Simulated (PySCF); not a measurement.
BH3O, SMILES BO. Geometry: PBE0-D3(BJ)/def2-TZVP.

Calculation: PBE0-D3(BJ)/def2-TZVP run with PySCF.

Harmonic wavenumbers (cm⁻¹): 783, 884, 1053, 1173, 1183, 1386, 2554, 2657, 3876. Rotational constants (GHz): 172.4, 30.88, 26.19; symmetry number 1.

Problem. Work out the zero-point energy and the ideal-gas rigid-rotor harmonic-oscillator thermochemistry at 298.15 K and 1 atm.

Solution. ZPE = ½ Σ hcν = ½ × 15549 cm⁻¹ = 93.01 kJ/mol. H − E(el) = 103.49 kJ/mol. Entropy in J/(mol K): translation 151.09, rotation 76.92, vibration 2.32, total 230.34. G − E(el) = 34.81 kJ/mol. Cp = 41.94 J/(mol K).
